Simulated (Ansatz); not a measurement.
The same ligand exchange along the group B, Al, Ga, In.

Computed with Ansatz on PBE0-D4/def2-TZVP structures; ΔE is electronic, products minus reactants. CBS: MP2 limit from def2 TZ/QZ plus the TZ coupled-cluster correction, frozen cores. This one scheme is used for every species. def2 core potentials past Kr. For Ga, In outer-core shells are correlated without core-valence functions, which leaves a few kJ/mol of doubt a bond. Scalar relativity is left out up to krypton.

```json
{"reaction": "`BN=C` + silanol → `BO[SiH3]` + `C=N`", "CCSD(T)/CBS(def2) (kJ/mol)": "?"}
{"reaction": "`C=[N][AlH2]` + silanol → `[AlH2][O][SiH3]` + `C=N`", "CCSD(T)/CBS(def2) (kJ/mol)": "-85"}
{"reaction": "`C=[N][GaH2]` + silanol → `[SiH3][O][GaH2]` + `C=N`", "CCSD(T)/CBS(def2) (kJ/mol)": "-56"}
{"reaction": "`C=[N][InH2]` + silanol → `[SiH3][O][InH2]` + `C=N`", "CCSD(T)/CBS(def2) (kJ/mol)": "-70"}
```

Question: Fill in the missing values. (Best estimate.)

Answer: Computed: `BN=C` + silanol → `BO[SiH3]` + `C=N`: -21.7 kJ/mol.

Largest T1 diagnostic: 0.017, for `C=[N][GaH2]`.
